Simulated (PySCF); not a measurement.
**Yb+ (ytterbium, charge +1): UHF calculation**

Configuration: [Xe] 4f14 6s1, 2S determinant. All numbers are calculated (PySCF 2.14, the spin-free X2C one-electron Hamiltonian (Gaussian nucleus), in ANO-R3).

```json
{
  "Total energy": "-14054.537027 hartree",
  "One-electron energy": "-19295.3862 hartree",
  "Hartree (Coulomb) energy": "5533.4953 hartree",
  "Exchange energy": "-292.6461 hartree",
  "⟨S²⟩": "0.7505",
  "⟨L²⟩": "0.000",
  "Sum of ⟨r⟩": "39.64 bohr",
  "Sum of ⟨r²⟩": "52.14 bohr²",
  "Langevin diamagnetic susceptibility": "-41.3 ×10⁻⁶ cm³/mol",
  "Time after the integrals": "about 7 core-seconds"
}
```

```csv
shell,electrons,mean orbital energy (hartree),"rms radius, mean of both spins (bohr)"
1s α,1,-2265.51520,0.0223
1s β,1,-2265.51417,0.0223
2s α,1,-388.85364,0.0901
2s β,1,-388.85262,0.0901
2p α,3,-343.38676,0.0815
2p β,3,-343.38653,0.0815
3s α,1,-89.89994,0.231
3s β,1,-89.89867,0.231
3p α,3,-75.87577,0.232
3p β,3,-75.87555,0.232
3d α,5,-58.34455,0.212
3d β,5,-58.34454,0.212
4s α,1,-18.90149,0.519
4s β,1,-18.89906,0.519
4p α,3,-14.19297,0.553
4p β,3,-14.19246,0.553
4d α,5,-7.80239,0.606
4d β,5,-7.80212,0.606
5s α,1,-2.67896,1.31
5s β,1,-2.67042,1.31
5p α,3,-1.49345,1.56
5p β,3,-1.48903,1.56
4f α,7,-0.74602,0.869
4f β,7,-0.74591,0.869
6s α,1,-0.41469,4.06
```

Spin-orbit coupling, which splits the p, d and f shells strongly at this Z, is absent.

Densities and radii are taken from the X2C orbitals without a picture-change correction, which distorts them close to the nucleus.
